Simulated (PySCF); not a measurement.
## Computed data sheet: `OCc1ccc([SiH2]O)cc1`

Compound: C7H10O2Si.
Z-matrix (Å and degrees, GFN2-xTB geometry), rows numbered from 1:
```
O 
C   1  1.4147
C   2  1.5073  1  112.09
C   3  1.3889  2  120.93  1   102.11
C   4  1.3827  3  120.41  2  -177.86
C   5  1.3920  4  121.41  3     0.37
Si  6  1.8929  5  120.38  4  -179.45
O   7  1.6282  6  111.35  5    64.25
C   6  1.3919  5  117.56  4     0.17
C   9  1.3820  6  121.43  5    -0.43
H   1  0.9637  2  108.45  3   -54.95
H   2  1.0930  1  105.18  3  -120.20
H   2  1.1002  1  110.17  3   122.89
H   4  1.0821  3  119.62  2     2.51
H   5  1.0812  4  119.35  3  -179.54
H   7  1.4561  6  111.64  5   -47.82
H   7  1.4651  6  108.10  5  -173.88
H   8  0.9535  7  122.32  6    54.59
H   9  1.0811  6  119.28  5   179.73
H  10  1.0805  3  119.21  2    -2.20
```

Some functional groups and rings: benzene ring, alcohol, Si–H bond and C–Si bond.

**GFN2-xTB geometry**

* Point group of the GFN2-xTB geometry: C1
* Rotational constants A, B, C of the GFN2-xTB geometry: 3.749, 0.493, 0.466 GHz

From PBE0/pcSseg-1 ground state and GIAO shieldings, non-relativistic (PySCF):

- Dipole moment: 1.12 D
- HOMO energy: -7.41 eV
- LUMO energy: -0.98 eV
- HOMO–LUMO gap: 6.43 eV
- Lowest Hirshfeld atomic charge: -0.31 e on O8
- Highest Hirshfeld atomic charge: +0.39 e on Si7
- 13C chemical shifts (computed TMS as zero) by class: 150.0 (C3), 142.1 (C6), 141.1 (C5/C9), 134.3 (C4/C10), 72.2 (C2) ppm
- 1H chemical shifts (computed TMS as zero) by class: 7.97 (H15/H19), 7.75 (H14/H20), 5.41 (H16/H17), 4.82 (H12/H13), 1.16 (H18), 0.28 (H11) ppm
- Isotropic shieldings of nuclei other than C and H, by class: 265 (O1), 308 (O8), 368 (Si7) ppm
- Mayer bond orders between heavy atoms: O1–C2 0.97, C2–C3 1.05, C3–C4 1.38, C4–C5 1.45, C5–C6 1.42, C6–Si7 0.84, Si7–O8 1.04, C6–C9 1.40, C9–C10 1.44, C10–C3 1.38

Monoisotopic mass from the formula: 154.0450 u.

With B = h/(8π²I), that is 505.379 GHz u Å² over I, the principal moments of inertia are 134.8, 1024.4 and 1085.0 u Å² (most abundant isotopes). The rotational constants make it an asymmetric top with κ = (2B − A − C)/(A − C) = -0.98, nearer the prolate limit (−1). A dipole of 1.12 D is allowed in C1, and pure rotational transitions are dipole-allowed. The dipole matches unit charges of opposite sign 0.23 Å apart (1 e·Å = 4.8032 D).

One conformer (not necessarily the lowest) at the GFN2-xTB geometry, without solvent or vibrations. GFN2-xTB frequencies show an imaginary mode (30i cm⁻¹), so this geometry is no minimum at that level. NMR classes are plain means over equivalent atoms (diastereotopic ones count apart unless rotation or inversion swaps them), as if these changed places fast; in this geometry the members of some classes differ.
